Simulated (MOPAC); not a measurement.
MOPAC input (PM3):

```
PM3 1SCF GEO-OK AUX(PRECISION=9) THREADS=1
C2H8O2Si

C     1.48334200 1   -1.07746400 1    0.13514900 1
Si   -0.01068500 1    0.03828200 1   -0.00162400 1
C    -1.51970100 1   -0.89943400 1   -0.54427400 1
O    -0.25223400 1    0.80115300 1    1.45177100 1
O     0.20998800 1    1.22327000 1   -1.12641800 1
H     1.32833700 1   -1.86924300 1    0.87305700 1
H     2.37441000 1   -0.51637700 1    0.42695600 1
H     1.69263000 1   -1.55802300 1   -0.82309500 1
H    -1.38400100 1   -1.31289100 1   -1.54594000 1
H    -1.73548200 1   -1.72672600 1    0.13562800 1
H    -2.39033600 1   -0.24156100 1   -0.56529200 1
H     0.07530400 1    0.37536600 1    2.24645900 1
H     0.74484600 1    1.97951500 1   -0.87311500 1
```

From the output:

```
                                                       MOPAC v23.2.5 Linux

          FINAL HEAT OF FORMATION =       -177.75071 KCAL/MOL =    -743.70895 KJ/MOL

          COSMO AREA              =        126.21 SQUARE ANGSTROMS
          COSMO VOLUME            =        116.06 CUBIC ANGSTROMS

          IONIZATION POTENTIAL    =          9.667218 EV
          HOMO LUMO ENERGIES (EV) =         -9.667  1.323
          NO. OF FILLED LEVELS    =         16
          MOLECULAR WEIGHT        =         92.1695         POINT GROUP:  C1

          MOLECULAR DIMENSIONS (Angstroms)

            Atom       Atom       Distance
            H    11    H     7     4.87472
            H     6    H    13     4.11056
            H     9    H    12     3.84945

          SCF CALCULATIONS        =          1

   ATOM   CHEMICAL          X               Y               Z
  NUMBER   SYMBOL      (ANGSTROMS)     (ANGSTROMS)     (ANGSTROMS)

     1       C          1.48334200  *  -1.07746400  *   0.13514900  *
     2      Si         -0.01068500  *   0.03828200  *  -0.00162400  *
     3       C         -1.51970100  *  -0.89943400  *  -0.54427400  *
     4       O         -0.25223400  *   0.80115300  *   1.45177100  *
     5       O          0.20998800  *   1.22327000  *  -1.12641800  *
     6       H          1.32833700  *  -1.86924300  *   0.87305700  *
     7       H          2.37441000  *  -0.51637700  *   0.42695600  *
     8       H          1.69263000  *  -1.55802300  *  -0.82309500  *
     9       H         -1.38400100  *  -1.31289100  *  -1.54594000  *
    10       H         -1.73548200  *  -1.72672600  *   0.13562800  *
    11       H         -2.39033600  *  -0.24156100  *  -0.56529200  *
    12       H          0.07530400  *   0.37536600  *   2.24645900  *
    13       H          0.74484600  *   1.97951500  *  -0.87311500  *

                             CARTESIAN COORDINATES

   1    C        1.483342000    -1.077464000     0.135149000
   2   Si       -0.010685000     0.038282000    -0.001624000
   3    C       -1.519701000    -0.899434000    -0.544274000
   4    O       -0.252234000     0.801153000     1.451771000
   5    O        0.209988000     1.223270000    -1.126418000
   6    H        1.328337000    -1.869243000     0.873057000
   7    H        2.374410000    -0.516377000     0.426956000
   8    H        1.692630000    -1.558023000    -0.823095000
   9    H       -1.384001000    -1.312891000    -1.545940000
  10    H       -1.735482000    -1.726726000     0.135628000
  11    H       -2.390336000    -0.241561000    -0.565292000
  12    H        0.075304000     0.375366000     2.246459000
  13    H        0.744846000     1.979515000    -0.873115000

           Empirical Formula: C2 H8 O2 Si  =    13 atoms

      MOLECULAR POINT GROUP   :   C1

                  EIGENVALUES
 -35.58031 -35.20178 -29.32905 -27.98910 -16.82362 -16.26706 -14.23589 -14.11346
 -13.65823 -13.01907 -12.99803 -12.32935 -11.75736 -11.49482 -10.53120  -9.66722
   1.32308   1.79567   1.98087   2.13287   4.65452   4.77931   4.80817   4.86962
   4.98980   5.04833   5.64875   5.82570

              NET ATOMIC CHARGES AND DIPOLE CONTRIBUTIONS

  ATOM NO.   TYPE          CHARGE      No. of ELECS.   s-Pop       p-Pop
    1          C          -0.325491        4.3255     1.17025     3.15524
    2         Si           0.868069        3.1319     0.95370     2.17823
    3          C          -0.275529        4.2755     1.15673     3.11880
    4          O          -0.506917        6.5069     1.75671     4.75021
    5          O          -0.477160        6.4772     1.75316     4.72400
    6          H           0.047764        0.9522     0.95224
    7          H           0.049208        0.9508     0.95079
    8          H           0.057224        0.9428     0.94278
    9          H           0.055178        0.9448     0.94482
   10          H           0.046302        0.9537     0.95370
   11          H           0.059613        0.9404     0.94039
   12          H           0.200623        0.7994     0.79938
   13          H           0.201116        0.7989     0.79888
 DIPOLE           X         Y         Z       TOTAL
 POINT-CHG.     0.467    -1.226     0.404     1.373
 HYBRID         0.678    -0.063     0.648     0.940
 SUM            1.144    -1.289     1.052     2.020

          ATOMIC ORBITAL ELECTRON POPULATIONS

     Atom    s        px        py        pz
    1  C   1.17025   1.07696   1.05368   1.02460
    2 Si   0.95370   0.81847   0.72852   0.63125
    3  C   1.15673   1.06312   1.03221   1.02346
    4  O   1.75671   1.84255   1.64890   1.25875
    5  O   1.75316   1.73158   1.37556   1.61686
    6  H   0.95224
    7  H   0.95079
    8  H   0.94278
    9  H   0.94482
   10  H   0.95370
   11  H   0.94039
   12  H   0.79938
   13  H   0.79888

 **********************
 *                    *
 * JOB ENDED NORMALLY *
 *                    *
 **********************

 == MOPAC DONE ==
```

The geometry given is a B3LYP-D3(BJ)/def2-TZVP minimum.
